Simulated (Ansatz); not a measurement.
`BBB[SeH]` + H₂ → `B[SeH]` + `BB` at 400 K and 1 bar (hydrogenolysis of a B–B bond).

Program: Ansatz. Geometries: PBE0-D4/def2-TZVP. ΔE: electronic, gas phase. CBS: MP2 limit from def2 TZ/QZ plus the TZ coupled-cluster correction, frozen cores. This one scheme is used for every species. For Se outer-core shells are correlated without core-valence functions, which leaves a few kJ/mol of doubt a bond. Scalar relativity is left out up to krypton. One conformer a species, not always the lowest.

```tsv
species	CCSD(T)/CBS energy (Eh)	H − E (kJ/mol)	S (J/(mol·K))
`BBB[SeH]`	-2478.04994	168.4	368.2
H₂	-1.17544	38.0	139.0
`B[SeH]`	-2427.30556	92.7	274.3
`BB`	-51.92346	119.9	250.5
```

H − E and S are ideal-gas, rigid-rotor, harmonic terms from PBE0-D4/def2-TZVP, for one conformer and one mirror image of each species. The MP2-based limit puts H₂ 0.8 mEh under its directly extrapolated value; such offsets cancel only in part. 1 Eh = 2625.50 kJ/mol, R = 8.31446 J/(mol·K).

**Question.** By hand: ΔE, ΔH, ΔS and ΔG.

**Answer.** ΔE = (-2427.30556) + (-51.92346) − (-2478.04994) − (-1.17544) = -0.00364 Eh = -9.6 kJ/mol. Δ(H − E) = 92.7 + 119.9 − 168.4 − 38.0 = 6.2, so ΔH = -3.4 kJ/mol. ΔS = 274.3 + 250.5 − 368.2 − 139.0 = 17.6 J/(mol·K). ΔG = -3.4 − 400 × (17.6)/1000 = -10.4 kJ/mol.

**Question.** By hand: the equilibrium constant, and the temperature at which ΔG would vanish if ΔH and ΔS stayed fixed.

**Answer.** log₁₀ K = −ΔG/(RT ln 10) = 1.4. ΔH and −TΔS have one sign here, so there is no such temperature.

TΔS isn't small against ΔH here. A doubt of 5 kJ/mol in ΔE shifts log₁₀ K by 0.7 here. Other conformers and mirror images would add mixing entropy, several J/(mol·K) or more a flexible species. These are equilibria of isolated gas molecules and say nothing of rates. Largest T1 diagnostic: 0.014 (customary marks: 0.02 for closed shells, 0.045 for open ones).
